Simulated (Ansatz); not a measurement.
Sn(F)2(OH)(NH2) (F₂H₃NOSn), SMILES [NH2][Sn]([OH])([F])[F].

Geometry optimised at PBE-D3(BJ)/def2-SVP. A frequency run showed that this geometry is not a minimum. The structure was generated by enumeration; whether it is a known compound was not checked. The def2 effective core potentials stand for the cores of Sn; spin–orbit coupling is left out. One conformer was computed; it need not be the lowest.

Two levels are set side by side: PBE/def2-SVPD (Ansatz, a first-principles code) and CAM-B3LYP/def2-SVPD (Ansatz). Energy differences of separate SCF runs at the same geometry; the states with an electron removed or added have multiplicity 2 and 2. Differences are taken from unrounded values.

```
quantity                           CAM-B3LYP
---------------------------------  ---------
vertical ionisation energy (eV)        11.48
vertical electron affinity (eV)         0.88
vertical singlet–triplet gap (eV)       4.67
```

### Question
What does PBE give, and how far is it from CAM-B3LYP? (Estimate from the structure and the level; the computed values follow.)

### Answer

```
quantity                             PBE  PBE minus CAM-B3LYP
---------------------------------  -----  -------------------
vertical ionisation energy (eV)    10.86                -0.62
vertical electron affinity (eV)     0.94                 0.05
vertical singlet–triplet gap (eV)   4.15                -0.51
```
